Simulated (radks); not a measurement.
The numbers below are computed, except where a source is named.
Q: Excited configurations of Ce III: one electron is placed in a higher orbital outside [Xe] 4f1. The ground configuration is [Xe] 4f2. Level of theory: scalar-relativistic Kohn-Sham, r2SCAN, spin-polarised, spherical densities, finite nucleus; open shells are filled with parallel spins first (spin-orbit coupling, left out, can overturn this in heavy ions); meta-GGA in the generalised Kohn-Sham scheme; Fermi nuclear charge, rms radius 4.8771 fm (a radial shooting solver on a logarithmic mesh with Libxc functionals). Excitation = E - E(ground); binding = E(ion) - E, where the ion is the core of charge +3; n* = 3/sqrt(2 binding) in atomic units, and the quantum defect is n - n*.

outer orbital  excitation (eV)  binding (eV)     n*  quantum defect  eigenvalue (eV)  <r> (bohr)
5d                       1.434        19.030  2.537           2.463          -14.991       2.505
5f                      12.808         7.656  3.999           1.001           -6.134       5.885
6s                       2.858        17.606  2.637           3.363          -15.332       3.638
6p                       6.735        13.729  2.986           3.014          -11.831       4.346
6d                      11.345         9.119  3.665           2.335           -7.663       5.970
6f                      15.428         5.036  4.931           1.069           -4.212       10.23
7p                      12.789         7.675  3.994           3.006           -6.666       7.888
7d                      14.851         5.613  4.671           2.329           -4.805       10.21
7f                      16.924         3.540  5.882           1.118           -3.016       15.57

Estimate the row for 7s.

A: excitation (eV) 11.230; binding (eV) 9.234; n* 3.642; quantum defect 3.358; eigenvalue (eV) -8.031; <r> (bohr) 6.802. The Delta-SCF ionisation energy is 20.464 eV (NIST Atomic Spectra Database: 20.197 eV, semi-empirical). Self-interaction in the functional shifts the binding energies and quantum defects, so they are the method's values and not measured ones. Open shells are spherical and high-spin; term and fine-structure splittings are not resolved. Spin-orbit splitting is averaged out at the scalar-relativistic level.
